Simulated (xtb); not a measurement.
C4H9O (SMILES [CH2]C(C)(C)O), doublet, from a rough starting geometry; GFN2-xTB in xtb.

Input for xtb:
```
$ xtb mol.xyz --gfn 2 --uhf 1 --opt vtight --json

# file mol.xyz
14

C      0.66604414     1.23668745     0.59853834
C      0.06549721     0.18077174    -0.24197882
C     -1.21129200    -0.36700214     0.50557821
C      1.03307525    -0.99698352    -0.43313105
O     -0.30572575     0.60336714    -1.50821830
H      0.33827283     2.30257501     0.49167653
H      1.33782937     1.06250228     1.32915137
H     -0.95320557    -0.78692227     1.43922941
H     -1.71211775    -1.18461667    -0.10225569
H     -1.95654475     0.44626737     0.65186518
H      0.61603164    -1.77655969    -1.00832478
H      1.92828507    -0.64406079    -0.97418198
H      1.36434634    -1.41058575     0.57113601
H     -0.99262402     1.31005771    -1.46411691
```

**Question.** Write the output that xtb gives for this input, abridged.

**Answer.** 
```
   ID    Z sym.   atoms
    1    6 C      1-4
    2    8 O      5
    3    1 H      6-14

           -------------------------------------------------
          |                Calculation Setup                |
           -------------------------------------------------

           -------------------------------------------------
          |                 G F N 2 - x T B                 |
           -------------------------------------------------

          ...................................................
          :                      SETUP                      :
          :.................................................:
          :  # basis functions                  29          :
          :  # atomic orbitals                  29          :
          :  # shells                           19          :
          :  # electrons                        31          :
          :  max. iterations                   250          :
          :  Hamiltonian                  GFN2-xTB          :
          :  restarted?                      false          :
          :  GBSA solvation                  false          :
          :  PC potential                    false          :
          :  electronic temp.          300.0000000     K    :
          :  accuracy                    1.0000000          :
          :  -> integral cutoff          0.2500000E+02      :
          :  -> integral neglect         0.1000000E-07      :
          :  -> SCF convergence          0.1000000E-05 Eh   :
          :  -> wf. convergence          0.1000000E-03 e    :
          :  Broyden damping             0.4000000          :
          :  net charge                          0          :
          :  unpaired electrons                  1          :
          ...................................................

 iter      E             dE          RMSdq      gap      omega  full diag
   1    -17.2972340 -0.172972E+02  0.331E+00    9.80       0.0  T
   2    -17.3227776 -0.255435E-01  0.190E+00    9.90       1.0  T
   3    -17.3232938 -0.516231E-03  0.724E-01   10.07       1.0  T
   4    -17.3242008 -0.907032E-03  0.185E-01    9.88       1.0  T
   5    -17.3243260 -0.125174E-03  0.661E-02    9.88       1.0  T
   6    -17.3243271 -0.109038E-05  0.160E-02    9.90       1.7  T
   7    -17.3243276 -0.509566E-06  0.522E-03    9.90       5.1  T
   8    -17.3243276 -0.262203E-07  0.124E-03    9.90      21.6  T
   9    -17.3243276 -0.172321E-08  0.563E-04    9.90      47.5  T
  10    -17.3243276 -0.186407E-09  0.846E-05    9.90     316.0  T

   *** convergence criteria satisfied after 10 iterations ***

         :::::::::::::::::::::::::::::::::::::::::::::::::::::
         ::                     SUMMARY                     ::
         :::::::::::::::::::::::::::::::::::::::::::::::::::::
         :: total energy             -17.118803231466 Eh    ::
         :: gradient norm              0.121810120547 Eh/a0 ::
         :: HOMO-LUMO gap              9.897066349774 eV    ::
         ::.................................................::
         :: SCC energy               -17.324315877961 Eh    ::
         :: -> isotropic ES            0.027702692440 Eh    ::
         :: -> anisotropic ES          0.004759659437 Eh    ::
         :: -> anisotropic XC          0.007136874546 Eh    ::
         :: -> dispersion             -0.007177650960 Eh    ::
         :: repulsion energy           0.205512646495 Eh    ::
         :: add. restraining           0.000000000000 Eh    ::
         :: total charge               0.000000000000 e     ::
         :::::::::::::::::::::::::::::::::::::::::::::::::::::

      -----------------------------------------------------------
     |                   =====================                   |
     |                        A N C O P T                        |
     |                   =====================                   |
     |               Approximate Normal Coordinate               |
[...]
 * total energy  :   -17.1295953 Eh     change       -0.7105681E-06 Eh
 * total energy  :   -17.1295960 Eh     change       -0.7084461E-06 Eh
 * total energy  :   -17.1295967 Eh     change       -0.6874350E-06 Eh
 * total energy  :   -17.1295972 Eh     change       -0.5543616E-06 Eh
 * total energy  :   -17.1295977 Eh     change       -0.4091928E-06 Eh
 * total energy  :   -17.1295980 Eh     change       -0.3298493E-06 Eh
 * total energy  :   -17.1295983 Eh     change       -0.2981474E-06 Eh
 * total energy  :   -17.1295985 Eh     change       -0.2608054E-06 Eh
 * total energy  :   -17.1295987 Eh     change       -0.2032559E-06 Eh
 * total energy  :   -17.1295989 Eh     change       -0.1502519E-06 Eh
 * total energy  :   -17.1295990 Eh     change       -0.1151858E-06 Eh
 * total energy  :   -17.1295991 Eh     change       -0.9499239E-07 Eh
   *** GEOMETRY OPTIMIZATION CONVERGED AFTER 40 ITERATIONS ***
         :: total energy             -17.129599104355 Eh    ::
[...]
        22                          0.1962051               5.3390
        23                          0.2007574               5.4629
        24                          0.2155803               5.8662
        25                          0.2293482               6.2409
        26                          0.2371105               6.4521
        27                          0.2525522               6.8723
       ...                                ...                  ...
        29                          0.3512772               9.5587
      -------------------------------------------------------------
                  HL-Gap            0.3623697 Eh            9.8606 eV
             Fermi-level           -0.2485515 Eh           -6.7634 eV

     #   Z          covCN         q      C6AA      α(0)
     1   6 C        2.842    -0.133    31.383     9.181
     2   6 C        3.774     0.164    17.996     6.045
     3   6 C        3.757    -0.118    22.811     6.810
     4   6 C        3.758    -0.110    22.653     6.786
     5   8 O        1.656    -0.449    21.826     6.307
     6   1 H        0.926     0.042     2.419     2.432
     7   1 H        0.926     0.037     2.490     2.468
     8   1 H        0.925     0.043     2.413     2.429
     9   1 H        0.925     0.051     2.302     2.373
    10   1 H        0.925     0.035     2.510     2.478
    11   1 H        0.925     0.058     2.226     2.333
    12   1 H        0.925     0.053     2.282     2.363
    13   1 H        0.925     0.042     2.420     2.433
    14   1 H        0.805     0.284     0.770     1.378

 Mol. C6AA /au·bohr⁶  :       1382.805724
 Mol. C8AA /au·bohr⁸  :      29172.651558
 Mol. α(0) /au        :         55.813832

Wiberg/Mayer (AO) data.
largest (>0.10) Wiberg bond orders for each atom

 ---------------------------------------------------------------------------
     #   Z sym  total        # sym  WBO       # sym  WBO       # sym  WBO
 ---------------------------------------------------------------------------
     1   6 C    3.190 --     2 C    1.072     7 H    0.984     6 H    0.982
     2   6 C    3.953 --     1 C    1.072     5 O    0.976     3 C    0.951
                             4 C    0.949
     3   6 C    3.993 --    10 H    0.987     8 H    0.986     9 H    0.983
                             2 C    0.951
     4   6 C    3.990 --    13 H    0.987    12 H    0.986    11 H    0.980
                             2 C    0.949
     5   8 O    1.961 --     2 C    0.976    14 H    0.901
     6   1 H    0.998 --     1 C    0.982
     7   1 H    0.999 --     1 C    0.984
     8   1 H    0.998 --     3 C    0.986
     9   1 H    0.997 --     3 C    0.983
    10   1 H    0.999 --     3 C    0.987
    11   1 H    0.997 --     4 C    0.980
    12   1 H    0.997 --     4 C    0.986
    13   1 H    0.998 --     4 C    0.987
    14   1 H    0.919 --     5 O    0.901
 ---------------------------------------------------------------------------

Topologies differ in total number of bonds
Writing topology from bond orders to xtbtopo.mol

molecular dipole:
                 x           y           z       tot (Debye)
 q only:       -0.162      -0.012       0.391
   full:       -0.250       0.137       0.545       1.564
molecular quadrupole (traceless):
                xx          xy          yy          xz          yz          zz
 q only:        0.998      -1.560       1.875       0.327      -0.658      -2.872
  q+dip:        0.837      -1.431       3.051       0.916      -0.945      -3.888
   full:        1.152      -1.907       2.801       0.735      -1.015      -3.953

optimized geometry written to: xtbopt.xyz

           -------------------------------------------------
          | TOTAL ENERGY              -17.129599104355 Eh   |
          | GRADIENT NORM               0.000025217786 Eh/α |
          | HOMO-LUMO GAP               9.860581897377 eV   |
           -------------------------------------------------

normal termination of xtb
```
